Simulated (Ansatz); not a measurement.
Compare A (`C=C1[SiH2]C1Cl`) with its isomer B (`ClCC1=C[SiH2]1`).

Program: Ansatz. Geometries: PBE0-D4/def2-TZVP. ΔE: electronic, gas phase. CCSD(T)/CBS adds triple-zeta CCSD(T) − MP2 to the extrapolated MP2 energy (def2 sets, frozen cores). Functionals use def2-TZVPP. B3LYP here is the variant with VWN-RPA as its local correlation; programs differ in this. Each species was taken in one conformer, which may not be the lowest.

Problem. Which isomer does CCSD(T)/CBS put lower? Give the gap. (Estimate.)

Solution. Computed: B, by 6.7 kcal/mol.

Problem. Give E(B) − E(A) in kcal/mol with r2SCAN-D4, CCSD(T)/def2-TZVPP, B3LYP, PBE-D4, ωB97M-V, PBE0-D4, MP2/def2-TZVPP. (Estimate.)

Solution. Ansatz gave: r2SCAN-D4 -5.3, CCSD(T)/def2-TZVPP -6.7, B3LYP -5.6, PBE-D4 -4.1, ωB97M-V -6.8, PBE0-D4 -5.9, MP2/def2-TZVPP -7.3. None reverses the order clearly.

Largest T1 diagnostic: 0.012.

From PBE to PBE0 (25 % exact exchange), in def2-TZVPP and without D4, E(B) − E(A) moves by −1.7 kcal/mol. In def2-TZVPP, CCSD(T) changes the Hartree–Fock value by +3.4 kcal/mol (the triples alone add +0.6 kcal/mol) and MP2 by +2.8 kcal/mol.
